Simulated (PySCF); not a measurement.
Isomers of C3H10B3N3, one conformer each; single-point electronic energies without zero-point terms and without any empirical dispersion term.

Computed with PySCF at PBE0/pcSseg-1, non-relativistic, each on one gas-phase PBE0-D3(BJ)/def2-SVP geometry that isn't relaxed in the solvent. The solvent is an IEF-PCM continuum (Bondi radii, 1.10 Å for H, scaled by 1.2). Specific hydrogen bonds and non-electrostatic terms are outside this model.

```
           isomer  relative energy, gas (kJ/mol)  dipole (D)
   `C=CCN1BNBNB1`                            0.0        0.21
`B1NBN(C2CC2)BN1`                           11.9        0.03
```

Question: How do the relative energies look in chloroform (ε = 4.711)?

Answer: 
```json
{"isomer": "`C=CCN1BNBNB1`", "relative energy, solvent (kJ/mol)": "0.0", "E(solvent) − E(gas) (kJ/mol)": "-11.5", "dipole in solvent (D)": "0.31"}
{"isomer": "`B1NBN(C2CC2)BN1`", "relative energy, solvent (kJ/mol)": "13.3", "E(solvent) − E(gas) (kJ/mol)": "-10.1", "dipole in solvent (D)": "0.06"}
```

The order is unchanged. Conformers: `[CH2:1]=[CH:2][CH2:3][N:4]1[BH:5][NH:6][BH:7][NH:8][BH:9]1` with C1–C2–C3–N4 -2°, C2–C3–N4–B5 91°; `[BH:1]1[NH:2][BH:3][N:4]([CH:5]2[CH2:6][CH2:7]2)[BH:8][NH:9]1` with B3–N4–C5–C6 -128°. `C=CCN1BNBNB1` gains most from the continuum, and it has the largest gas-phase dipole. The gains span 1.4 kJ/mol, the gas-phase energies 11.9 kJ/mol.
